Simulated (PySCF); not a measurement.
Bond curve of NbCl

Set-up: basis Nb x2c-TZVPPall, Cl x2c-TZVPPall; spin-free X2C with a Gaussian nucleus; PySCF 2.14. Energies in eV from Nb (4d4 5s1) + Cl in their ground configurations at the same level. State: quintet, unpaired electrons σ ↑, π ↑, δ ↑↑.

```csv
R (Å),r²SCAN,BHandHLYP,PBE0
1.974,-3.379,-2.973,-3.335
2.066,-4.035,-3.693,-3.978
2.157,-4.392,-4.102,-4.323
2.226,-4.517,-4.261,-4.441
2.295,-4.552,-4.324,-4.470
2.364,-4.520,-4.317,-4.432
2.456,-4.403,-4.225,-4.307
2.570,-4.177,-4.025,-4.075
2.708,-3.845,-3.714,-3.736
2.892,-3.368,-3.252,-3.251
```

Problem. Put a parabola through the three lowest points of the r²SCAN curve and estimate Re, k and ωe (reduced mass 25.41 u; 1 eV/Å² = 0.16022 mdyn/Å; ωe = 1302.8·√(k/μ) cm⁻¹).

Solution. Through R = 2.226, 2.295, 2.364 Å the second-order coefficient is 7.04 eV/Å², so Re ≈ 2.297 Å, k ≈ 2.25 mdyn/Å and ωe ≈ 388 cm⁻¹. A polynomial fit of higher order to the unrounded r²SCAN energies gives Re = 2.293 Å, k = 2.28 mdyn/Å, ωe = 390 cm⁻¹; anharmonicity and rounding make the difference.

The higher-order fit for each curve: r²SCAN: Re = 2.293 Å, ωe = 390 cm⁻¹, De = 4.55 eV; BHandHLYP: Re = 2.320 Å, ωe = 381 cm⁻¹, De = 4.33 eV; PBE0: Re = 2.287 Å, ωe = 393 cm⁻¹, De = 4.47 eV.

The metal atom is held in its measured ground configuration; semilocal functionals can put another filling of s and d lower by some tenths of an eV, and De to that atom would be smaller. Spin–orbit coupling is left out, which matters for elements this heavy, above all for dissociation energies. With d or f electrons several states lie close, and the lowest PBE0 determinant need not be the measured ground state.
